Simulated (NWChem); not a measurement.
All runs are NWChem calculations. System: CH3Li, charge 0, spin multiplicity 1, displaced from the optimised geometry. The structure started from a generated list of species. Level: MP2/cc-pVDZ, 1 core orbitals frozen, spin-restricted.

Job file:

```
start mol
memory heap 200 mb stack 900 mb global 1100 mb
geometry units angstroms nocenter noautoz noautosym
  Li     0.928723    -1.290739     0.000000
  C     -0.223106     0.310075     0.000000
  H     -0.894857     0.373886     0.879879
  H     -1.062795     0.389839    -1.099849
  H      0.342180     1.263994     0.000000
end
basis spherical
  * library cc-pvdz
end
scf
  rhf
  nopen 0
  maxiter 100
  thresh 1e-7
  semidirect memsize 60000000 filesize 0
end
mp2
  freeze core 1
end
task mp2 energy
```

Output (cleaned and shortened):

```
             Northwest Computational Chemistry Package (NWChem) 7.3.0
             --------------------------------------------------------

                                NWChem Input Module
                                -------------------

 Scaling coordinates for geometry "geometry" by  1.889725989
 (inverse scale =  0.529177249)

                             Geometry "geometry" -> ""
                             -------------------------

 Output coordinates in angstroms (scale by  1.889725989 to convert to a.u.)

  No.       Tag          Charge          X              Y              Z
 ---- ---------------- ---------- -------------- -------------- --------------
    1 Li                   3.0000     0.92872300    -1.29073900     0.00000000
    2 C                    6.0000    -0.22310600     0.31007500     0.00000000
    3 H                    1.0000    -0.89485700     0.37388600     0.87987900
    4 H                    1.0000    -1.06279500     0.38983900    -1.09984900
    5 H                    1.0000     0.34218000     1.26399400     0.00000000

 Effective nuclear repulsion energy (a.u.)      15.4534454206

            Nuclear Dipole moment (a.u.)
            ----------------------------
        X                 Y               Z
 ---------------- ---------------- ----------------
    -0.3173586928     0.0301449090    -0.4156830257


 Summary of "ao basis" -> "" (spherical)
 ------------------------------------------------------------------------------
       Tag                 Description            Shells   Functions and Types
 ---------------- ------------------------------  ------  ---------------------
 *                          cc-pvdz                   on all atoms

 Summary of "ao basis" -> "ao basis" (spherical)
 ------------------------------------------------------------------------------
       Tag                 Description            Shells   Functions and Types
 ---------------- ------------------------------  ------  ---------------------
 Li                         cc-pvdz                  6       14   3s2p1d
 C                          cc-pvdz                  6       14   3s2p1d
[...]
     1   1 0 0      1.506975      0.000000     -0.317359
     1   0 1 0     -1.906873      0.000000      0.030145
     1   0 0 1      0.189716      0.000000     -0.415683

     2   2 0 0     -6.344020      0.000000     17.618297
     2   1 1 0     -3.714422      0.000000    -15.454404
     2   1 0 1     -0.289086      0.000000      1.362533
     2   0 2 0     -3.503230      0.000000     26.655662
     2   0 1 1      0.147119      0.000000     -0.356355
     2   0 0 2     -9.068610      0.000000      7.084473

                   NWChem MP2 Semi-direct Energy/Gradient Module
                   ---------------------------------------------

  Basis functions       =     43
  Molecular orbitals    =     43
  Frozen core           =      1
  Frozen virtuals       =      0
  Active alpha occupied =      5
  Active beta occupied  =      5
  Active alpha virtual  =     37
  Active beta virtual   =     37
  Use MO symmetry       = F
  Use skeleton AO sym   = F

  AO/Fock/Back tols     =   1.0D-09  1.0D-09  1.0D-09

 GA uses MA = F    GA memory limited = T

 Available:
  local mem=  1.26D+08
 global mem=  1.44D+08
 local disk=  0.00D+00
  mp2_memr nvloc                    37
  nvloc new                    37
   1 passes of   5:        2097152                       8489                    598257.
   1 passes of   5: M    126154416           G      144175502           F     124057264.

 Semi-direct pass number   1 of   1  for RHF alpha+beta  at        0.3s
  vrange nnbf                   946
  mp2_eaftype                    10  avail_ma_in_mb                  1099
 EAF : mp2_eaftype filesize          10     299129.
  mp2_eaf for mointskh                     10
Node 0 wrote      1.4 Mb in      0.0 s     Agg I/O rate:  2849.3 Mb/s
 Done moints_semi at        0.6s
  mp2_eaftype                    10  avail_ma_in_mb                  1089
 EAF : mp2_eaftype filesize          10     299129.
  mp2_eaf for kh                    10
 Done maket at        0.6s
 Done multipass loop at        0.6s

          -------------------------------------------
          SCF energy                 -46.991079970685
          Correlation energy          -0.170865184189
          Singlet pairs               -0.118548635295
          Triplet pairs               -0.052316548894
          Total MP2 energy           -47.161945154874
          -------------------------------------------

          ---------------------------------------------------
                    Spin Component Scaled (SCS) MP2
          Same spin pairs                     -0.034877699262
          Same spin scaling factor             0.333333333333
          Opposite spin pairs                 -0.135987484927
          Opposite spin scaling fact.          1.200000000000
          SCS-MP2 correlation energy          -0.174810881666
          Total SCS-MP2 energy               -47.165890852351
          ---------------------------------------------------

 -----------------------
 Performance information
 -----------------------

 Timer overhead =  1.95D-07 seconds/call

               Nr. of calls         CPU time (s)                 Wall time (s)                GFlops
             ---------------    -------------------     ------------------------------   -------------------
Name         Min   Avg   Max    Min     Avg     Max     Min     Avg     Max   Mx/calls   Min     Max     Sum
mp2: moin     1     1     1   0.29    0.29    0.29     0.29    0.29    0.29    0.29      0.0     0.0     0.0
mp2: make     1     1     1   1.21E-2 1.21E-2 1.21E-2  1.21E-2 1.21E-2 1.21E-2 1.21E-2   0.0     0.0     0.0
mp2: tota     1     1     1   0.32    0.32    0.32     0.32    0.32    0.32    0.32      0.0     0.0     0.0

 The average no. of pstat calls per process was 3.00D+00
 with a timing overhead of 5.85D-07s

 Task  times  cpu:        0.6s     wall:        0.6s

 Total times  cpu:        0.6s     wall:        0.6s
```
